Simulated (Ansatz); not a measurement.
Reaction (atomization): `Cl[SiH](Cl)C[CH2][GeH3]` → 2 C• + 2 Cl• + Ge• + 8 H• + Si•

Computed with Ansatz on PBE0-D4/def2-TZVP structures; ΔE is electronic, products minus reactants. CBS: MP2 limit from def2 TZ/QZ plus the TZ coupled-cluster correction, frozen cores. This one scheme is used for every species, atoms too. Functionals use def2-TZVPP. B3LYP here is the variant with VWN-RPA as its local correlation; programs differ in this. HSE06 is defined as in plane-wave codes. No spin–orbit coupling; open shells (•) take unrestricted orbitals. Spin–orbit coupling would lower the free atoms: a little for C, Cl, Si; clearly for Ge. For Ge outer-core shells are correlated without core-valence functions, so the limit isn't a true one: a few kJ/mol of doubt a bond, and 10 to 20 or more in all where bonds break to atoms. Scalar relativity is left out up to krypton. One conformer a species, not always the lowest.

| level | ΔE (kcal/mol) | difference from CCSD(T)/CBS |
| --- | --- | --- |
| LDA (SPW92) | 1277.1 | 140.6 |
| PBE-D4 | 1139.9 | 3.4 |
| revPBE-D4 | 1117.8 | -18.7 |
| BLYP-D4 | 1114.8 | -21.7 |
| r2SCAN-D4 | 1137.5 | 1.0 |
| B97M-V | 1143.8 | 7.3 |
| PBE0-D4 | 1133.0 | -3.5 |
| B3LYP-D4 | 1125.9 | -10.6 |
| r2SCANh-D4 | 1133.6 | -2.9 |
| r2SCAN0-D4 | 1128.1 | -8.4 |
| HSE06-D4 | 1133.4 | -3.1 |
| BHLYP-D4 | 1109.2 | -27.3 |
| CAM-B3LYP-D4 | 1131.3 | -5.2 |
| ωB97X-V | 1139.8 | 3.3 |
| ωB97M-V | 1135.4 | -1.1 |
| B2PLYP | 1114.7 | -21.8 |
| PBE-QIDH | 1131.1 | -5.4 |
| PBE | 1129.8 | -6.7 |
| revPBE | 1090.8 | -45.7 |
| r2SCAN | 1134.9 | -1.6 |
| PBE0 | 1124.3 | -12.2 |
| B3LYP | 1109.5 | -27.0 |
| r2SCANh | 1130.8 | -5.7 |
| HSE06 | 1125.1 | -11.4 |
| BHLYP | 1095.8 | -40.7 |
| CAM-B3LYP | 1122.3 | -14.2 |
| LC-ωPBE | 1123.4 | -13.1 |
| MP2/def2-SVP | 1074.3 | -62.2 |
| CCSD/def2-SVP | 1057.4 | -79.1 |
| CCSD(T)/def2-SVP | 1067.7 | -68.8 |
| HF/def2-TZVPP | 852.7 | -283.8 |
| MP2/def2-TZVPP | 1120.8 | -15.7 |
| SCS-MP2/def2-TZVPP | 1115.8 | -20.7 |
| CCSD(T)/def2-TZVPP | 1109.7 | -26.8 |
| HF/def2-QZVPP | 853.4 | -283.1 |
| MP2/def2-QZVPP | 1136.4 | -0.1 |
| SCS-MP2/def2-QZVPP | 1133.5 | -3.0 |
| HF/CBS(def2) | 853.6 | -282.9 |
| MP2/CBS(def2) | 1147.5 | 11.0 |
| CCSD/CBS(def2) | 1121.5 | -15.0 |
| CCSD(T)/CBS | 1136.5 | 0 |

Largest T1 diagnostic among the species: 0.012.

From PBE to PBE0 (25 % exact exchange), in def2-TZVPP and without D4, ΔE moves by −5.5 kcal/mol: exact exchange takes away binding that semilocal exchange gives to molecules. Leaving LDA and LC-ωPBE aside and taking each functional with its dispersion term where it has one, the values spread over 34.7 kcal/mol, from BHLYP-D4 to B97M-V. LDA lies +147.3 kcal/mol from PBE without D4, its usual overbinding. The D4 term adds +16.4 kcal/mol with B3LYP and +8.7 kcal/mol with PBE0; it sums over pairs of atoms, weighted by their polarisabilities, and B3LYP, whose exchange is more repulsive, gets the larger term.

For atomizations the MP2-based limit and the directly extrapolated one differ by several kJ/mol either way, and by 10 to 25 for some Ge, Se and Sn compounds, so smaller differences from it don't rank the levels.
